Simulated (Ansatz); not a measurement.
C3H8BF can be A, `CBCCF`, or B, `BC(C)(C)F`.

Computed with Ansatz on PBE0-D4/def2-TZVP structures; ΔE is electronic, products minus reactants. CBS: MP2 limit from def2 TZ/QZ plus the TZ coupled-cluster correction, frozen cores. DFT in def2-TZVPP. B3LYP here is the variant with VWN-RPA as its local correlation; programs differ in this. Each species was taken in one conformer, which may not be the lowest.

Which is lower in electronic energy at CCSD(T)/CBS, and by how much? (An estimate is asked.)

The calculation gave: A, by 45.0 kJ/mol.

Give E(B) − E(A) in kJ/mol with ωB97M-V, r2SCAN-D4, B3LYP-D4, MP2/def2-TZVPP, B2PLYP, B3LYP, PBE0-D4. (Estimate.)

Ansatz gave: ωB97M-V 47.6, r2SCAN-D4 50.2, B3LYP-D4 48.4, MP2/def2-TZVPP 45.4, B2PLYP 48.5, B3LYP 51.8, PBE0-D4 52.2. None reverses the order clearly.

Largest T1 diagnostic: 0.010.

The D4 term adds −3.4 kJ/mol with B3LYP and −1.6 kJ/mol with PBE0; it sums over pairs of atoms, weighted by their polarisabilities, and B3LYP, whose exchange is more repulsive, gets the larger term.
